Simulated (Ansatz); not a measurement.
CH₄ClFOSi (SMILES CO[SiH](F)Cl), singlet, geometry from GFN2-xTB, with bond 9-5 at 2.4 times its length; CASSCF(6,6)/6-31G (Ansatz, a quantum-chemistry and plane-wave program).

Ansatz was given this input:
Ansatz 0.2 input:
```yaml
crystal:
  periodic: [false, false, false]
  atoms:
    - {symbol: Si, position_ang: [0.12559811, 0.18220390, 0.47175699]}
    - {symbol: F, position_ang: [0.05311132, 1.74539152, 0.08662478]}
    - {symbol: Cl, position_ang: [1.74810392, -0.62734793, -0.31760481]}
    - {symbol: O, position_ang: [-1.08753614, -0.58202506, -0.24898703]}
    - {symbol: C, position_ang: [-2.47312405, -0.36338892, -0.21342974]}
    - {symbol: H, position_ang: [0.08888454, 0.18809852, 1.91762591]}
    - {symbol: H, position_ang: [-2.70483510, 0.68792248, -0.38988432]}
    - {symbol: H, position_ang: [-2.87653535, -0.66037598, 0.75621067]}
    - {symbol: H, position_ang: [-3.55192095, -1.82783470, -2.09259866]}
basis:
  gaussian:
    orbitals: 6-31G
hamiltonian:
  xc: hf
magnetization: {spin_polarized: false}
correlation: {active_space: {window: {electrons: 6, orbitals: 6}}}
```

The log (banner, timings and long lists left out):

```
Functional definition: HF
685 factors; integrals over basis functions are off by at most 2.1e-4 eV
mean field evaluation 1: about -26191.4271 eV, gradient 3.4e1 eV
mean field evaluation 2: about -26191.4367 eV, gradient 3.4e1 eV
mean field evaluation 4: about -26194.1216 eV, gradient 2.7e0 eV
mean field evaluation 8: about -26194.1523 eV, gradient 9.8e-2 eV
mean field -26194.15236923 eV, -962.6173445351 hartree, gradient 2.1e-6 eV, S^2 0.000000; 0 other end points of the search recorded, 0 dependent functions left out
reference -26194.15236923 eV, -962.6173445351 hartree; 29, 29 occupied and 32, 32 virtual orbitals, 685 factors
state -26198.44576076 eV, -962.7751237636 hartree
Total energy: -26198.44576076 eV, -962.7751237636 hartree
```
